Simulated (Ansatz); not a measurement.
Computed with Ansatz on PBE0-D4/def2-TZVP structures; ΔE is electronic, products minus reactants. CCSD(T)/CBS adds triple-zeta CCSD(T) − MP2 to the extrapolated MP2 energy (def2 sets, frozen cores). This one scheme is used for every species. Functionals use def2-TZVPP. B3LYP here is the variant with VWN-RPA as its local correlation; programs differ in this. Each species was taken in one conformer, which may not be the lowest.

Reaction (formal hydrolysis of the Si–O bond): `F[Si](F)(F)O[Si](Cl)(Cl)Cl` + H₂O → `O[Si](F)(F)F` + `O[Si](Cl)(Cl)Cl`

```
                     species  B3LYP-D4 energy (Eh)
`F[Si](F)(F)O[Si](Cl)(Cl)Cl`           -2335.15854
                         H₂O             -76.46698
              `O[Si](F)(F)F`            -665.32492
           `O[Si](Cl)(Cl)Cl`           -1746.29468
```

(1) Work out ΔE.

Largest T1 diagnostic among the species: 0.011.

Answers

(1) ΔE = (-665.32492) + (-1746.29468) − (-2335.15854) − (-76.46698) = 0.00592 Eh = +15.5 kJ/mol. CCSD(T)/CBS gives +13.5 kJ/mol.

From PBE to PBE0 (25 % exact exchange), in def2-TZVPP and without D4, ΔE moves by +3.5 kJ/mol. Leaving LDA and LC-ωPBE aside and taking each functional with its dispersion term where it has one, the values, not all of them listed here, spread over 12.8 kJ/mol, from B2PLYP to BHLYP-D4. At CCSD(T), def2-SVP lies −3.3 kJ/mol from the extrapolated value and def2-TZVPP −2.0 kJ/mol.
